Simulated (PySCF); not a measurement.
C3H7BF2O, SMILES CC[C@@H](F)B(O)F.

The structure is a stationary point at B3LYP-D3(BJ)/def2-SVP. The structure was generated by enumeration; whether it is a known compound was not checked. The values are those of a single conformer.

Two levels are set side by side: TDA-PBE/def2-SVPD (PySCF) and TDA-CAM-B3LYP/def2-SVPD (PySCF). Vertical, same geometry. The lowest singlet is HOMO→LUMO 95 % with PBE and HOMO→LUMO 44 %, HOMO→LUMO+1 43 % with the other functional; states are paired by order. Differences are taken from unrounded values.

```csv
quantity,TDA-CAM-B3LYP
lowest singlet excitation (eV),7.82
lowest triplet excitation (TDA) (eV),7.15
```

Q: What does TDA-PBE give, and how far is it from TDA-CAM-B3LYP? (Estimate from the structure and the level; the computed values follow.)

A: 
```json
[
 {"quantity": "lowest singlet excitation (eV)", "TDA-PBE": "6.37", "TDA-PBE minus TDA-CAM-B3LYP": "-1.45"},
 {"quantity": "lowest triplet excitation (TDA) (eV)", "TDA-PBE": "6.14", "TDA-PBE minus TDA-CAM-B3LYP": "-1.01"}
]
```

Functionals without exact exchange tend to place singlet excitations lower, as here. Differences between two approximate levels are no errors against the true value.

Rough cost on one machine, each run with all the roots and properties that it gave: TDA-CAM-B3LYP against TDA-PBE about 4 times.
